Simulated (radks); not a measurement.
V III, 21 electrons, occupied as [Ar] 3d3.

All-electron calculation, scalar-relativistic Kohn-Sham, exchange-only B88, spin-polarised, spherical densities, finite nucleus; open shells are filled with parallel spins first; Fermi nuclear charge, rms radius 3.6002 fm. Program: a radial shooting solver on a logarithmic mesh with Libxc functionals.

Energy parts (hartree):
| part | energy |
|---|---|
| total | -947.60366 |
| kinetic | 957.21699 |
| electron-nucleus | -2244.34829 |
| Hartree | 383.70430 |
| exchange | -44.17667 |

Orbitals (lengths in bohr, moments of r in powers of bohr; <r^-3> diverges for s and p1/2):
orbital  occ.  eigenvalue (hartree)       <r^4>  <r^-3>
1s up       1             -197.7889  0.00009065       -
1s down     1             -197.7898  0.00009065       -
2s up       1             -22.71741     0.02226       -
2s down     1             -22.67750     0.02211       -
2p up       3             -19.06541     0.01767   310.6
2p down     3             -19.03488     0.01751   311.4
3s up       1              -3.18970       1.751       -
3s down     1              -3.06806       1.760       -
3p up       3              -2.22952       2.580   36.80
3p down     3              -2.10881       2.614   36.59
3d up       3              -0.79004       11.78   2.745
3d down     0              -0.67448       14.23   2.674
4s up       0              -0.65820       116.8       -
4p up       0              -0.47810       236.2   3.648

The highest occupied level is 3d up at -21.498 eV. The spin density at the nucleus is -0.866 e/bohr^3 (1s -0.001, 2s -1.105, 3s 0.240). For comparison, the ionisation energy in NIST's Atomic Spectra Database is 29.311 eV (measured). In exact Kohn-Sham theory the highest level is minus the ionisation energy, but local and semilocal functionals leave it too shallow, through self-interaction and a potential that decays too fast; potentials with the right tail come closer. The electron density at the nucleus is 9946 e/bohr^3 (large components only). The density falls to 0.001 e/bohr^3 at r = 3.16 bohr.
